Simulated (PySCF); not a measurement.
Species: transoidal hexafluoroacetone imine, C₃HF₆N.
Cartesian coordinates in Å at the PBE0-D3(BJ)/def2-SVP level; atoms count from 1:
```xyz
11
C3HF6N angstrom
N      0.0764    1.5046   -0.8265
C      0.0664    0.4013   -0.2243
C      1.3894   -0.2962    0.0792
F      2.3999    0.3244   -0.4939
F      1.5996   -0.3278    1.3948
F      1.3578   -1.5545   -0.3602
C     -1.2030   -0.3165    0.2369
F     -1.4015   -1.4250   -0.4656
F     -2.2590    0.4779    0.0613
F     -1.1339   -0.6414    1.5218
H     -0.8787    1.8599   -0.9477
```

The closed-shell ground state was solved at several levels (PySCF, density fitting, gas phase, non-relativistic).

```csv
level,basis functions,total energy (Eh),HOMO (eV),LUMO (eV),gap (eV),dipole (D)
B3LYP/pcJ-1,280,-768.7160,-9.04,-2.33,6.71,1.68
PBE0/pcSseg-1,175,-767.9074,-9.33,-2.10,7.23,1.67
B3LYP/def2-SVPD,226,-768.1764,-9.16,-2.54,6.62,1.64
```

(1) Estimate the row for wB97X-D/pcSseg-1, a basis of 175 functions; the other rows only guide the guess.

(2) Over all these levels, which gives the widest orbital gap and which the narrowest?

(3) How far do the dipole and the HOMO energy spread over the levels?

Results:

(1) Total energy -768.4329 Eh, HOMO -11.33 eV, LUMO -0.26 eV, gap 11.07 eV, dipole 1.71 D.

(2) wB97X-D/pcSseg-1 (range-separated hybrid) has the widest, 11.07 eV, and B3LYP/def2-SVPD (global hybrid, 20 % exact exchange) the narrowest, 6.62 eV. Functional and basis both differ between the two, so the spread mixes both effects.

(3) The dipole runs from 1.64 to 1.71 D (mean 1.67 D) and the HOMO from -11.33 to -9.04 eV.

The pairwise dispersion term of wB97X-D wasn't added to the energies; at a given geometry it leaves orbitals and properties as they are.
